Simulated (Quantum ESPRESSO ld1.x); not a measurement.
The numbers below are computed, except where a source is named.
Problem. Species: the xenon ion Xe+. Configuration: [Kr] 4d10 5s1 5p5 4f1 (not the ground configuration). Code: ld1.x of Quantum ESPRESSO 7.5. Model: non-relativistic Kohn-Sham, LDA (Slater exchange, Perdew-Zunger correlation), spin-polarised, spherical densities, point nucleus; open shells are filled with parallel spins first; relativity is left out, which matters for an element this heavy. Some entries of the table are withheld. Estimate them.

| orbital | occ. | eigenvalue (hartree) | r(max) (bohr) |
|---|---|---|---|
| 1s up | 1 | -1209.28 | 0.01866 |
| 1s down | 1 | -1209.27 | 0.01866 |
| 2s up | 1 | -183.906 | 0.1030 |
| 2s down | 1 | -183.903 | 0.1030 |
| 2p up | 3 | -173.179 | 0.08040 |
| 2p down | 3 | -173.176 | 0.08040 |
| 3s up | 1 | -37.9870 | 0.2927 |
| 3s down | 1 | -37.9824 | 0.2927 |
| 3p up | 3 | -33.4390 | 0.2791 |
| 3p down | 3 | -33.4343 | 0.2791 |
| 3d up | 5 | -24.9508 | 0.2265 |
| 3d down | 5 | -24.9466 | 0.2265 |
| 4s up | 1 | -7.24567 | 0.6884 |
| 4s down | 1 | -7.23462 | 0.6884 |
| 4p up | 3 | -5.63123 | 0.7050 |
| 4p down | 3 | -5.61915 | 0.7050 |
| 4d up | 5 | -2.85397 | 0.7453 |
| 4d down | 5 | -2.83771 | 0.7450 |
| 5s up | 1 | -1.19512 | 1.661 |
| 5s down | 0 | -1.14041 | 1.658 |
| 5p up | 3 | (1) | (2) |
| 5p down | 2 | (3) | (4) |
| 4f up | 1 | (5) | 1.915 |
| 4f down | 0 | (6) | 7.089 |

Solution. 
(1) 5p up eigenvalue (hartree): -0.79984
(2) 5p up r(max) (bohr): 1.853
(3) 5p down eigenvalue (hartree): -0.74821
(4) 5p down r(max) (bohr): 1.859
(5) 4f up eigenvalue (hartree): -0.09153
(6) 4f down eigenvalue (hartree): -0.07166
